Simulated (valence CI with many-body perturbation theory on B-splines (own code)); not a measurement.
## Energy levels of W LI

Level of theory: configuration interaction combined with many-body perturbation theory (CI+MBPT): six valence electrons over a frozen Dirac-Fock core [Ar], a basis of 7 s, 7 p, 8 d, 6 f, 4 g, 1 h functions for each j, with the one-electron correlation potential Σ1, the two-electron term Σ2, the three-electron term Σ3, Breit, model QED; selected CI, second order for the rest, scaled by the run's own slope (own B-spline code, finite nucleus).

No measured spectrum was set against this ion. As an estimate, large intervals hold to a few tenths of a per cent, small ones and those within an open d or f shell to about a per cent. Core correlation moves these levels by up to 15000 cm⁻¹, and in measured spectra 5 to 20 % of such shifts remained as error; rates that hang on mixing are uncertain with them. Among the levels kept, up to 1000 cm⁻¹ of a level comes from second order outside the variational space, and about a tenth of that is noise between levels of different J, which matters for small intervals. The list stops below the first excitations out of the core. Only levels of the ground parity were solved; by the run's estimate the other parity begins above the list, which can be wrong where configurations are misplaced.

Levels 1 to 33 of 33, with energies above the lowest level, (3d3/2^4 3d5/2^2) J=4. "Leading %" is the weight of the configuration and term that name the level; weights of strongly mixed levels are sums over their largest components and can fall short, so below about 35 % the name and the second component can differ from the true leading terms, or belong to a minority configuration. In the jj column 3d3/2^4 stands for four electrons in 3d with j = 3/2. Lifetimes count E1, E2, E3, M1 and M2 decay at the calculated energies, and are blank where another channel may lead or the interval is too uncertain; long ones can be off by a factor of two.

```
No.  Configuration  Term  J  E (cm⁻¹)  Leading %      g  Lifetime               Leading jj
  1            3d6    3F  4         0         41  1.239             3d3/2^4 3d5/2^2 (98 %)
  2            3d6    3P  2     62217         40  1.263    50.1 s   3d3/2^4 3d5/2^2 (97 %)
  3            3d6    3P  0    207100         54           205 ms   3d3/2^4 3d5/2^2 (93 %)
  4            3d6    5D  3    507600         62  1.340    294 ns   3d3/2^3 3d5/2^3 (98 %)
  5            3d6    5D  4    518990         45  1.175    327 ns   3d3/2^3 3d5/2^3 (97 %)
  6            3d6    5D  1    546990         47  1.275    266 ns   3d3/2^3 3d5/2^3 (98 %)
  7            3d6    3H  6    581620         66  1.099   28.6 ms  3d3/2^3 3d5/2^3 (100 %)
  8            3d6    3G  5    582310         61  1.124   1.50 μs  3d3/2^3 3d5/2^3 (100 %)
  9            3d6    3F  2    637750         48  0.979    489 ns   3d3/2^3 3d5/2^3 (97 %)
 10            3d6    3D  3    649430         32  1.060    741 ns   3d3/2^3 3d5/2^3 (98 %)
 11            3d6    3P  0    724140         67                    3d3/2^3 3d5/2^3 (90 %)
 12            3d6    1G  4    759520         44  1.046   14.0 μs   3d3/2^3 3d5/2^3 (97 %)
 13            3d6    3D  2    765740         32  1.113   2.50 μs   3d3/2^3 3d5/2^3 (92 %)
 14            3d6    3P  1    766480         65  1.202    648 ns   3d3/2^3 3d5/2^3 (98 %)
 15            3d6    3F  3    780800         56  1.056   1.08 μs  3d3/2^3 3d5/2^3 (100 %)
 16            3d6    5D  2   1060900         64  1.433    136 ns   3d3/2^2 3d5/2^4 (98 %)
 17            3d6    5D  0   1085600         64           122 ns   3d3/2^2 3d5/2^4 (98 %)
 18            3d6    3H  4   1109300         42  1.095    168 ns   3d3/2^2 3d5/2^4 (99 %)
 19            3d6    5D  3   1136300         31  1.201    181 ns   3d3/2^2 3d5/2^4 (95 %)
 20            3d6    3H  5   1142600         61  1.087    296 ns  3d3/2^2 3d5/2^4 (100 %)
 21            3d6    1I  6   1169000         66  1.045    499 ns  3d3/2^2 3d5/2^4 (100 %)
 22            3d6    3F  3   1197300         42  0.967    266 ns   3d3/2^2 3d5/2^4 (99 %)
 23            3d6    3D  1   1217800         50  0.990    217 ns   3d3/2^2 3d5/2^4 (96 %)
 24            3d6    1G  4   1232600         51  1.041    348 ns   3d3/2^2 3d5/2^4 (97 %)
 25            3d6    3F  2   1243700         35  1.045    298 ns   3d3/2^2 3d5/2^4 (97 %)
 26            3d6    3F  2   1337200         67  0.875    193 ns   3d3/2^2 3d5/2^4 (98 %)
 27            3d6    3F  4   1374200         62  1.151    304 ns   3d3/2^2 3d5/2^4 (98 %)
 28            3d6    1D  2   1517300         79  1.022    324 ns   3d3/2^2 3d5/2^4 (97 %)
 29            3d6    1S  0   1658800         80           228 ns   3d3/2^2 3d5/2^4 (95 %)
 30            3d6    3P  1   1666500         61  1.490   81.3 ns     3d3/2 3d5/2^5 (99 %)
 31            3d6    1G  4   1765700         38  1.024    120 ns     3d3/2 3d5/2^5 (98 %)
 32            3d6    3P  2   1815100         32  1.181    125 ns     3d3/2 3d5/2^5 (97 %)
 33            3d6    3F  3   1832300         38  1.059    133 ns     3d3/2 3d5/2^5 (98 %)
```

The ionisation energy to 3d5 4P_5/2 of the next ion comes out as 4575.4 eV (NIST: 4578 ± 4 eV (semi-empirical)). All 33 levels together are meant to be complete up to 2064700 cm⁻¹.
